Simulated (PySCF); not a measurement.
Computed IR spectrum (relative IR intensity) of a molecule C₅H₅F. The structure is a stationary point at PBE-D3(BJ)/def2-SVP. Other conformers were not sampled. Calculation: PBE-D3(BJ)/def2-SVP (PySCF). Harmonic, unscaled wavenumbers; measured fundamentals usually lie a few per cent lower.

Lines under 2 % of the strongest are left out, and lines within 2 cm⁻¹ are merged.

```csv
ν (cm⁻¹),relative intensity
296,3.3
299,4.5
697,35
819,2.6
823,34
868,19
914,22
927,2.5
1106,11
1180,100
1238,8.6
1422,3.1
1676,74
1999,27
3036,4.1
3069,2.3
3115,6.7
3124,4.8
```

Which structure fits?
A. C=C=C/C=C/F
B. C#C/C(F)=C/C
C. CC#C/C=C\F
D. C#C[C@H]1C[C@H]1F

A, C=C=C/C=C/F
